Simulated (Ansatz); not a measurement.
`C[CH2][Mg][O]C` and `C[O][Mg][Br]` differ in one atom or group.

Ansatz, PBE0-D4/def2-TZVP geometries, multiplicity 1. Each molecule was computed in one conformer, which needn't be the lowest.

Scalar relativity is left out up to krypton. Spin–orbit coupling is left out; it splits and shifts lone-pair levels of the heavy atoms by tenths of an eV.

```tsv
property	`C[CH2][Mg][O]C`
LUMO energy (B3LYP/def2-TZVPP) / eV	-1.01
HOMO–LUMO gap (B3LYP/def2-TZVPP) / eV	5.52
LUMO energy (PBE/def2-TZVPP) / eV	-1.45
size of the dipole moment (PBE/def2-TZVPP) / D	0.64
LUMO energy (ωB97M-V/def2-TZVPP) / eV	0.41
HOMO–LUMO gap (PBE/def2-TZVPP) / eV	4.00
```

(1) Give the same properties after the change, and the shifts. (An estimate is asked.)

## Answers

(1) Computed: 
| property | `C[O][Mg][Br]` | shift |
| --- | --- | --- |
| LUMO energy (B3LYP/def2-TZVPP) / eV | -1.75 | -0.74 |
| HOMO–LUMO gap (B3LYP/def2-TZVPP) / eV | 5.48 | -0.04 |
| LUMO energy (PBE/def2-TZVPP) / eV | -2.19 | -0.74 |
| size of the dipole moment (PBE/def2-TZVPP) / D | 1.44 | 0.80 |
| LUMO energy (ωB97M-V/def2-TZVPP) / eV | -0.10 | -0.51 |
| HOMO–LUMO gap (PBE/def2-TZVPP) / eV | 3.75 | -0.25 |

Dipoles are sizes alone; their direction can turn.

B3LYP here is the variant with VWN-RPA as its local correlation; programs differ in this.
